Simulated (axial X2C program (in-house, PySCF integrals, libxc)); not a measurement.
**Outer orbitals of CrF⁺ at 1.717 Å, PBE0**

Computed with an in-house all-electron X2C program for linear molecules (integrals from PySCF). Spin-free means the one-electron spin-free X2C Hamiltonian; two-component (2c) means X2C with spin–orbit coupling and atomic mean-field two-electron Coulomb and Gaunt terms, so the difference of the two also holds small scalar two-electron terms. Basis: Cr dyall-cv3z [9s10p6d3f2g], F dyall-av3z [7s6p3d2f] (cores contracted in-house); Gaussian nuclei, density fitting, unrestricted open shells. Masses: Cr 51.941 u, F 18.998 u.

The distance is close to the 2c PBE0 minimum; the highest filled and lowest empty levels are listed.

Spin-free orbitals, state M_S = 2, Λ = 0 (beyond evenly filled blocks: π+α, π-α, δ+α, δ-α) (Löwdin shares):

```tsv
symmetry	occupied	ε (eV)	atomic character
σα	yes	-18.17	77% F p, 17% Cr d, 2% F s
σβ	yes	-18.15	84% F p, 10% Cr d, 2% F s
π+α	yes	-18.13	63% F p, 35% Cr d
π-α	yes	-18.13	63% F p, 35% Cr d
π-β	yes	-17.09	89% F p, 8% Cr d
π+β	yes	-17.09	89% F p, 8% Cr d
δ+α	yes	-15.55	100% Cr d
δ-α	yes	-15.55	100% Cr d
π+α	yes	-14.91	64% Cr d, 31% F p, 3% Cr p
π-α	yes	-14.91	64% Cr d, 31% F p, 3% Cr p
σα	no	-10.55	45% Cr d, 39% Cr s, 11% F p
σα	no	-8.90	30% Cr p, 29% Cr d, 28% Cr s
σβ	no	-8.65	52% Cr s, 32% Cr d, 9% F p
δ-β	no	-7.31	99% Cr d
δ+β	no	-7.31	99% Cr d
```

Spinors with spin–orbit coupling (state Ω = 2):

| ω | occupied | ε (eV) | atomic character | λ mixture |
| --- | --- | --- | --- | --- |
| 1/2 | yes | -18.17 | 77% F p, 17% Cr d, 2% F s | 100% σ |
| -1/2 | yes | -18.15 | 78% F p, 17% Cr d | 70% σ, 30% π |
| -1/2 | yes | -18.14 | 69% F p, 28% Cr d | 70% π, 30% σ |
| 3/2 | yes | -18.11 | 62% F p, 35% Cr d | 100% π |
| 1/2 | yes | -17.11 | 89% F p, 8% Cr d | 100% π |
| -3/2 | yes | -17.07 | 89% F p, 8% Cr d | 100% π |
| -3/2 | yes | -15.58 | 100% Cr d | 100% δ |
| 5/2 | yes | -15.52 | 100% Cr d | 100% δ |
| -1/2 | yes | -14.94 | 64% Cr d, 31% F p, 3% Cr p | 100% π |
| 3/2 | yes | -14.90 | 64% Cr d, 32% F p, 3% Cr p | 100% π |
| 1/2 | no | -10.55 | 45% Cr d, 39% Cr s, 11% F p | 100% σ |
| 1/2 | no | -8.90 | 30% Cr p, 29% Cr d, 28% Cr s | 100% σ |
| -1/2 | no | -8.65 | 52% Cr s, 32% Cr d, 9% F p | 100% σ |
| 3/2 | no | -7.34 | 99% Cr d | 100% δ |

Mulliken charges and populations of the two-component result (they depend on the basis, above all on diffuse functions):

Cr 1.52 e (s 6.03 p 12.06 d 4.38 f 0.01), F -0.52 e (s 4.01 p 5.49 d 0.02). ⟨Lz⟩ = 0.00 ħ and ⟨Sz⟩ = 2.00 ħ (2.00 and 0.00 on the two atoms), which add up to Ω.

Occupations by symmetry block were frozen at the best pattern of an incomplete PBE0 search. Density functionals use the spin component along the axis (collinear). With several unpaired electrons one determinant need not be a pure state. Open-shell Ω = 0 determinants with evenly filled partner blocks cannot be reached by this program, so the Ω shown need not be the lowest component.
